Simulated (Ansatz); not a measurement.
Al4Sb4, relaxed as a singlet with RKS r2SCAN-D4/def2-SVP in Ansatz, starting from the GFN1-xTB geometry. Force threshold 0.02 eV/Å.

In the def2 sets Sb takes a core potential; there is no spin–orbit coupling. The restricted singlet is unstable towards broken spin symmetry in Hartree–Fock (as tested in another run); at r2SCAN-D4/def2-SVP this wasn't settled. Another isomer (singlet) lies 0.57 eV lower at PBE0-D4/def2-TZVP; other spin states weren't run for this one.

Start:

| atom | x (Å) | y (Å) | z (Å) |
| --- | --- | --- | --- |
| Al1 | 1.290 | 1.528 | -1.755 |
| Al2 | -0.103 | -1.546 | -1.052 |
| Al3 | -0.590 | 1.676 | 2.397 |
| Al4 | 1.255 | -2.566 | 0.812 |
| Sb5 | 1.337 | 0.430 | 0.761 |
| Sb6 | -1.287 | 1.070 | -0.158 |
| Sb7 | -0.886 | -1.035 | 1.763 |
| Sb8 | -1.016 | 0.443 | -2.767 |

**Question.** Estimate the energy that the relaxation releases and the steps that it takes.

**Answer.** 0.56 eV, in 7 steps; 55 s on 4 threads of Arm Neoverse V1 on a shared host. The force fell under the threshold at step 6, but the optimiser went on. No frequencies were taken in this run, so the end may be a saddle point.

**Question.** Does the start keep its bonding?

**Answer.** By distances, no bond broke or formed. The bond that changes most is Al1–Sb6, from 3.07 to 3.37 Å (atoms count from 1).

**Question.** Predict the relaxed structure.

**Answer.** 
```xyz
8

Al    1.3935    1.3010   -1.9494
Al    0.0162   -1.4512   -1.1064
Al   -0.6625    1.6389    2.6490
Al    1.3049   -2.6088    0.8077
Sb    1.3864    0.4980    0.8290
Sb   -1.4604    1.3032   -0.1625
Sb   -0.9010   -1.0555    1.6964
Sb   -1.0773    0.3744   -2.7637
```
Bond lengths (bridged metal pairs left out): 10 × Al–Sb 2.70 to 3.11 Å; 4 × Sb–Sb 2.79 to 3.12 Å.
